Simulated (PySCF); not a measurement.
C5H14BN.
Structure used (PBE0-D3(BJ)/def2-SVP), in Å, numbered top down from 1:
```
atom  x, y, z in Å
C1     1.6359   -0.1622    1.1911
N2     0.5902    0.0366    0.1841
C3     1.1981    0.1339   -1.1515
B4    -0.5435   -1.1735    0.2022
C5    -1.8215   -0.3997   -0.4577
C6    -1.4993    1.1096   -0.3706
C7    -0.2386    1.2337    0.4763
H8     2.1619   -1.1022    0.9790
H9     2.3559    0.6726    1.1797
H10    1.1683   -0.2417    2.1796
H11    1.8546    1.0173   -1.2165
H12    0.4107    0.2049   -1.9104
H13    1.7778   -0.7766   -1.3443
H14   -0.0612   -2.1188   -0.4123
H15   -0.6905   -1.4284    1.3956
H16   -2.7413   -0.6322    0.0999
H17   -2.0223   -0.6853   -1.5028
H18   -2.3037    1.7098    0.0816
H19   -1.3269    1.5491   -1.3666
H20    0.3445    2.1554    0.3055
H21   -0.4885    1.1780    1.5455
```

The calculation used TDDFT wB97X-D/def2-SVPD, vertical, gas phase, core orbitals frozen in the response in PySCF.

A / s⁻¹ = 0.6670 f (ν̃ / cm⁻¹)² and τ = 1/A in vacuum; |μ| follows from f = (2/3) ΔE |μ|² (atomic units, 1 au = 2.5417 D); ∫σ dE = 109.76 f Mb·eV.

These lifetimes count emission to the ground state at the vertical energy alone; relaxation of the geometry and all other decay channels are left out.

Energies and rates of the computed singlets with f of 0.002 or more:

```json
{"state": "S1", "E (eV)": "7.34", "A (s⁻¹)": "8.09×10⁷"}
{"state": "S2", "E (eV)": "7.56", "A (s⁻¹)": "6.06×10⁷"}
{"state": "S3", "E (eV)": "8.16", "A (s⁻¹)": "6.18×10⁶"}
{"state": "S4", "E (eV)": "8.21", "A (s⁻¹)": "7.60×10⁷"}
{"state": "S5", "E (eV)": "8.31", "A (s⁻¹)": "8.61×10⁷"}
{"state": "S6", "E (eV)": "8.43", "A (s⁻¹)": "6.87×10⁷"}
{"state": "S8", "E (eV)": "8.57", "A (s⁻¹)": "2.19×10⁷"}
{"state": "S9", "E (eV)": "8.79", "A (s⁻¹)": "2.39×10⁸"}
{"state": "S10", "E (eV)": "8.86", "A (s⁻¹)": "1.94×10⁷"}
```

Task: Which f and |μ| stand behind these rates?

Result: f = A / (0.6670 ν̃²), and |μ| follows from f:

```csv
state,f,|μ| (D),τ,"main configurations (H = HOMO, L = LUMO)"
S1,0.035,1.11,12 ns,"H→L (79%), H→L+2 (10%)"
S2,0.024,0.92,16 ns,"H-1→L (78%), H-1→L+1 (9%)"
S3,0.0021,0.26,160 ns,"H→L+1 (41%), H→L+5 (19%), H→L+2 (11%)"
S4,0.026,0.91,13 ns,"H→L+2 (37%), H→L+1 (21%)"
S5,0.029,0.95,12 ns,"H-1→L+1 (44%), H-1→L+5 (14%), H→L+3 (12%)"
S6,0.022,0.83,15 ns,"H-1→L+2 (67%), H-1→L+8 (9%)"
S8,0.0069,0.46,46 ns,"H-1→L+3 (58%), H-1→L+6 (12%)"
S9,0.071,1.46,4.2 ns,H-2→L (66%)
S10,0.0057,0.41,52 ns,"H→L+5 (27%), H→L+7 (14%), H→L+3 (12%)"
```

Task: By what factor does the largest A in the list exceed the smallest?

Result: S9 has 39 times the rate of S3.

Task: Suppose S1 emitted 0.3 eV lower with the same transition dipole. How would A change?

Result: At fixed |μ|, A goes as the cube of the energy: (7.04/7.34)³ = 0.88, which makes τ about 14 ns.

Task: Which computed singlets stay under f = 0.002?

Result: S7 (8.47 eV, f 0.0015).

All these states lie below the vertical ionisation energy of 9.53 eV (ΔSCF).

One conformer stands for the species.
